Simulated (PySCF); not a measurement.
Si(H)(Cl)(Me)(NH2) (CH6ClNSi), SMILES C[SiH](N)Cl. Atoms are numbered in the order given.

```xyz
10

Si    -0.2549    -0.0485     0.5044
C      1.2278    -1.0365     1.0632
N     -1.5269    -1.1202     0.0564
Cl     0.4023     1.1903    -1.0700
H     -0.7877     0.8713     1.5402
H      0.9708    -1.6660     1.9299
H      1.5838    -1.6901     0.2504
H      2.0574    -0.3690     1.3423
H     -1.3243    -1.8984    -0.5658
H     -2.4495    -0.7427    -0.1422
```
Charge 0, spin multiplicity 1.

Geometry optimised at B3LYP-D3(BJ)/def2-SVP. One conformer was computed; it need not be the lowest.

Level of theory: B3LYP-D3(BJ)/def2-SVP run with PySCF 2.14.0.

Frequencies are harmonic and unscaled.

Computed vibrational spectrum:
```json
[
 {"mode": "1", "ν (cm⁻¹)": "153", "IR (km/mol)": "0.1", "moving atoms (share of kinetic energy)": "H 96 %"},
 {"mode": "2", "ν (cm⁻¹)": "187", "IR (km/mol)": "7.4", "moving atoms (share of kinetic energy)": "H 40 %, C 27 %, Cl 17 %, Si 10 %"},
 {"mode": "3", "ν (cm⁻¹)": "210", "IR (km/mol)": "7.2", "moving atoms (share of kinetic energy)": "H 42 %, N 23 %, Cl 12 %, C 12 %, Si 11 %"},
 {"mode": "4", "ν (cm⁻¹)": "255", "IR (km/mol)": "6.7", "moving atoms (share of kinetic energy)": "H 40 %, Si 22 %, Cl 17 %, N 15 %"},
 {"mode": "5", "ν (cm⁻¹)": "296", "IR (km/mol)": "21.7", "moving atoms (share of kinetic energy)": "H 63 %, N 16 %, Si 15 %"},
 {"mode": "6", "ν (cm⁻¹)": "461", "IR (km/mol)": "87.6", "moving atoms (share of kinetic energy)": "H 56 %, N 25 %, Cl 13 %"},
 {"mode": "7", "ν (cm⁻¹)": "504", "IR (km/mol)": "194.6", "moving atoms (share of kinetic energy)": "Si 38 %, Cl 32 %, H 19 %"},
 {"mode": "8", "ν (cm⁻¹)": "641", "IR (km/mol)": "13.9", "moving atoms (share of kinetic energy)": "H 91 %"},
 {"mode": "9", "ν (cm⁻¹)": "699", "IR (km/mol)": "34.9", "moving atoms (share of kinetic energy)": "C 40 %, H 30 %, Si 24 %"},
 {"mode": "10", "ν (cm⁻¹)": "768", "IR (km/mol)": "4.7", "moving atoms (share of kinetic energy)": "H 78 %, C 14 %"},
 {"mode": "11", "ν (cm⁻¹)": "835", "IR (km/mol)": "9.6", "moving atoms (share of kinetic energy)": "H 58 %, N 23 %, C 10 %, Si 9 %"},
 {"mode": "12", "ν (cm⁻¹)": "880", "IR (km/mol)": "185.3", "moving atoms (share of kinetic energy)": "H 70 %, Si 16 %"},
 {"mode": "13", "ν (cm⁻¹)": "896", "IR (km/mol)": "64.9", "moving atoms (share of kinetic energy)": "H 59 %, N 18 %, Si 16 %"},
 {"mode": "14", "ν (cm⁻¹)": "928", "IR (km/mol)": "186.2", "moving atoms (share of kinetic energy)": "H 64 %, Si 22 %, N 12 %"},
 {"mode": "15", "ν (cm⁻¹)": "1276", "IR (km/mol)": "27.2", "moving atoms (share of kinetic energy)": "H 78 %, C 22 %"},
 {"mode": "16", "ν (cm⁻¹)": "1431", "IR (km/mol)": "4.1", "moving atoms (share of kinetic energy)": "H 96 %"},
 {"mode": "17", "ν (cm⁻¹)": "1434", "IR (km/mol)": "2.9", "moving atoms (share of kinetic energy)": "H 96 %"},
 {"mode": "18", "ν (cm⁻¹)": "1549", "IR (km/mol)": "46.3", "moving atoms (share of kinetic energy)": "H 90 %, N 10 %"},
 {"mode": "19", "ν (cm⁻¹)": "2256", "IR (km/mol)": "127.1", "moving atoms (share of kinetic energy)": "H 97 %"},
 {"mode": "20", "ν (cm⁻¹)": "3034", "IR (km/mol)": "1.6", "moving atoms (share of kinetic energy)": "H 97 %"},
 {"mode": "21", "ν (cm⁻¹)": "3125", "IR (km/mol)": "4.2", "moving atoms (share of kinetic energy)": "H 91 %, C 9 %"},
 {"mode": "22", "ν (cm⁻¹)": "3136", "IR (km/mol)": "3.6", "moving atoms (share of kinetic energy)": "H 91 %, C 9 %"},
 {"mode": "23", "ν (cm⁻¹)": "3557", "IR (km/mol)": "26.6", "moving atoms (share of kinetic energy)": "H 96 %"},
 {"mode": "24", "ν (cm⁻¹)": "3647", "IR (km/mol)": "27.3", "moving atoms (share of kinetic energy)": "H 91 %, N 9 %"}
]
```
